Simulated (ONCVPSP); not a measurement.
**What one change does to a pseudopotential (C (Z = 6), ONCV)**

```json
{
  "Element": "carbon",
  "Generator": "ONCVPSP 4.0.1",
  "Type": "optimised norm-conserving Vanderbilt (ONCV)",
  "Functional": "LDA (Perdew-Wang 92)",
  "Relativity": "scalar-relativistic",
  "Frozen core": "[He]",
  "Valence charge": "4",
  "Reference configuration": "2s1 2p3",
  "Partial waves": "2s: rc 0.85 bohr, ncon 4, nbas 8, qcut 8 1/bohr, 2 projectors, debl 0.7 Ha; 2p: rc 2.15 bohr, ncon 4, nbas 8, qcut 6.9 1/bohr, 3 projectors, debl 2.5 Ha; d scattering state at 0.18 Ha: rc 1.70 bohr, ncon 5, nbas 9, qcut 5.4 1/bohr, 1 projector",
  "Local potential": "polynomial inside 0.70 bohr (lpopt 5, dvloc0 0 Ha)",
  "Core correction": "Teter function, fcfact 4.75, rcfact 1.4"
}
```

Change: all radii but the core radius scaled by about 1.21 (s 1.02, p 2.60, d 2.06 bohr); local potential polynomial inside 0.84 bohr (lpopt 5, dvloc0 0 Ha).

Cutoffs: the cutoffs (Ha) at which the residual kinetic energy of the hardest occupied pseudo-wave falls to 1 and 0.1 mHa per electron; they do not see the model core or the augmentation charge, which bear on the density cutoff. Errors are all-electron minus pseudo energies relative to the spin-unpolarised reference configuration.

Task: What does the change do?

Result: The potential gets neither clearly harder nor softer (20 Ha and 207 Ha → 22 Ha and 27 Ha); the bound ghost in s disappears; of the 4 tests that both files solve, the error grows in 2 and shrinks in 2 by more than 15 % and 0.3 meV (median size 46.4 → 72.3 meV).

```tsv
quantity	base	changed
cutoff, loose	20 Ha	22 Ha
cutoff, tight	207 Ha	27 Ha
loose cutoff by channel	s 20 Ha, p 14 Ha	s 22 Ha, p 12 Ha
bound ghosts	s	none
GHOST(+) flags under 300 eV	none	none
error for 2s2 2p2, meV [ΔE -8.24 eV]	+3.3	-1.8
error for 2s2 2p1, meV [ΔE 2.74 eV]	+88	+143
error for 2s2 2p0, meV [ΔE 27.00 eV]	+444	+729
error for 2s0 2p4, meV [ΔE 8.28 eV]	+4.4	-0.5
rms error of d²Exc/dni dnj with the model core, mHa	1.06	1.03
```

 A true bound ghost makes a file unfit for plane-wave use even where its test errors are small: the radial tests pick states by their node count and pass the ghost by.
